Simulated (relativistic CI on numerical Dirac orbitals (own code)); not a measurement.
## d1 to d9 in one tetrahedral field

Computed with a parametric ligand-field model without spin-orbit coupling, by exact diagonalisation: B = 840, C = 3570, 10Dq = -8500 cm⁻¹ (Td; |10Dq|/B = 10.1) for every shell. Energies in cm⁻¹; the field energy is (0.6 n_e − 0.4 n_t2) × 10Dq of the ground term; g labels are left out.

```csv
Shell,Ground term,Electrons in e,Field energy,First spin-allowed bands,Lowest term of other spin
d1,2E,1.000,-5100,2T2 8500,
d2,3A2,2.000,-10200,"3T2 8500, 3T1 13988",1E 13397
d3,4T1,1.923,-6150,"4T2 7431, 4A2 15931",2E 8342
d4,5T2,2.000,-3400,5E 8500,3T1 11438
d5,6A1,2.000,0,none,4T1 20208
d6,5E,3.000,-5100,5T2 8500,3T1 12072
d7,4A2,4.000,-10200,"4T2 8500, 4T1 13988",2E 16326
d8,3T1,3.923,-6150,"3T2 7431, 3A2 15931",1T2 12651
d9,2T2,4.000,-3400,2E 8500,
```

Every shell keeps the spin of the free ion. Tetrahedral fields of 3d complexes are almost always too weak to pair spins. High-spin d^(n+5) repeats the spin-allowed bands of d^n, since the half-filled shell is spherical.
